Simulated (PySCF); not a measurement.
Species: C6H11NO.
Geometry (GFN2-xTB, Å), atoms numbered from 1 in this order:
```
atom  x, y, z in Å
C1     2.7851   -0.8050    0.6911
N2     1.4842   -0.2845    0.3528
C3     1.1145   -0.0118   -0.9173
O4     1.8516   -0.1614   -1.8686
C5    -0.3042    0.5305   -1.0529
C6    -1.3118   -0.1679   -0.1705
C7    -2.6450    0.4702    0.0787
C8    -1.6432    0.3744    1.1901
H9     3.3166   -0.1188    1.3538
H10    3.3431   -0.9138   -0.2376
H11    2.6985   -1.7782    1.1787
H12    0.8187   -0.1544    1.0977
H13   -0.5870    0.4301   -2.1034
H14   -0.2772    1.5978   -0.8173
H15   -1.3051   -1.2466   -0.2775
H16   -2.8304    1.4416   -0.3534
H17   -3.5197   -0.1601    0.1186
H18   -1.8356   -0.3204    1.9946
H19   -1.1630    1.2878    1.5114
```

NICS is the negative of the GIAO shielding at a point without a nucleus: at the ring centre (0) and 1 Å above and below it (1); zz is the component along the ring normal. Level: GIAO PBE0/pcSseg-1 (PySCF, non-relativistic, gas phase) on the GFN2-xTB geometry, one conformer.

Ring bond lengths (Å), with Mayer bond orders in brackets: C6–C7 1.499 (0.96), C7–C8 1.499 (0.98), C8–C6 1.502 (0.93).

Question: Give the NICS values of each ring in ppm.

Answer: 
```
    ring                                            type  NICS(0)  NICS(1), two faces  NICS(1)zz, two faces  rms pucker (Å)  centre to ring atoms, mean (Å)
C6–C7–C8  3-membered carbocycle; formal bonds all single    -43.9         -8.7 / -8.7         -23.4 / -21.4            0.00                            0.87
```

Question: What do they say, and how far can they be read as aromaticity?

Answer: 
- C6–C7–C8: mean NICS(1)zz -22.4 ppm, shielded. C6, C7, C8 have four or more neighbours, so the value isn't read as a sign of a π ring current. NICS(0) lies 35 ppm below the mean NICS(1).

Question: List the ring angles and the Hirshfeld charges of the ring atoms.

Answer: 
- C6–C7–C8: C6 60.0° (-0.037 e), C7 60.1° (-0.087 e), C8 59.9° (-0.093 e); sum 180.0° against 180° for a flat convex ring.

Question: What are the shieldings of the ring atoms and their hydrogens in the same run (means over atoms taken as equivalent)?

Answer: 
```json
{"atoms": "C6", "environment": "three-membered-ring carbon", "σ isotropic (ppm)": "175.1", "principal values of the symmetric part, first atom (ppm)": "143.4, 166.3, 215.7"}
{"atoms": "C7 (×2)", "environment": "three-membered-ring carbon", "σ isotropic (ppm)": "180.3", "principal values of the symmetric part, first atom (ppm)": "151.5, 177.3, 215.8"}
{"atoms": "H15", "environment": "methine hydrogen", "σ isotropic (ppm)": "30.99", "principal values of the symmetric part, first atom (ppm)": "24.9, 28.7, 39.5"}
{"atoms": "H16 (×2)", "environment": "methylene hydrogen", "σ isotropic (ppm)": "31.62", "principal values of the symmetric part, first atom (ppm)": "25.6, 28.7, 40.4"}
{"atoms": "H17 (×2)", "environment": "methylene hydrogen", "σ isotropic (ppm)": "31.11", "principal values of the symmetric part, first atom (ppm)": "25.2, 26.6, 41.5"}
```

The run took 2.3 min wall, 84 s CPU on one thread, Intel Xeon at 2.50 GHz (x86_64), no GPU (shared host), and the process peaked at 0.86 GiB of memory. This is the whole shielding run at PBE0/pcSseg-1, SCF included.
